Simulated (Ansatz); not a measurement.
C₅H₄N (SMILES [c]1ccccn1), doublet, at a GFN2-xTB geometry; Ansatz (a first-principles code) with PBE0/3-21G.

The Ansatz input:
Ansatz 0.2 input:
```yaml
crystal:
  periodic: [false, false, false]
  atoms:
    - {symbol: N, position_ang: [-0.00964627, 0.06176618, 1.39312429]}
    - {symbol: C, position_ang: [0.01052145, 0.05563648, -1.32151880]}
    - {symbol: C, position_ang: [0.00843127, 1.16003225, 0.73652206]}
    - {symbol: C, position_ang: [-0.01902078, -1.10785450, 0.76767008]}
    - {symbol: C, position_ang: [-0.00911288, -1.14219824, -0.61640106]}
    - {symbol: C, position_ang: [0.01996666, 1.26655828, -0.63906399]}
    - {symbol: H, position_ang: [0.01851369, 0.04961327, -2.40308632]}
    - {symbol: H, position_ang: [-0.03428343, -2.00036717, 1.37795163]}
    - {symbol: H, position_ang: [-0.01659046, -2.08816683, -1.13625412]}
    - {symbol: H, position_ang: [0.03516978, 2.21351181, -1.15373102]}
basis:
  gaussian:
    orbitals: 3-21G.json
    fitting: {mean_field: cc-pVTZ-JKFIT}
hamiltonian:
  xc: pbe0
magnetization: {spin_polarized: true, initial_magnetization: 1}
```
The basis file holds 3-21G in the JSON format of the Basis Set Exchange.

Q: Write the output that Ansatz gives for this input, abridged.

A: 
```
Functional definition: PBE0
594 factors; integrals over basis functions are off by at most 1.8e-3 eV
mean field evaluation 1: about -6689.7585 eV, gradient 2.4e1 eV
mean field evaluation 2: about -6690.3792 eV, gradient 2.1e1 eV
mean field evaluation 4: about -6692.3661 eV, gradient 1.4e0 eV
mean field evaluation 8: about -6692.3795 eV, gradient 1.1e-1 eV
mean field evaluation 16: about -6692.3798 eV, gradient 2.5e-4 eV
mean field -6692.37980561 eV, -245.9404215982 hartree, gradient 4.9e-5 eV, S^2 0.756036; 0 other end points of the search recorded, 0 dependent functions left out
reference -6692.37982115 eV, -245.9404221692 hartree; 21, 20 occupied and 41, 42 virtual orbitals, 594 factors
Total energy: -6692.37982115 eV, -245.9404221692 hartree
```
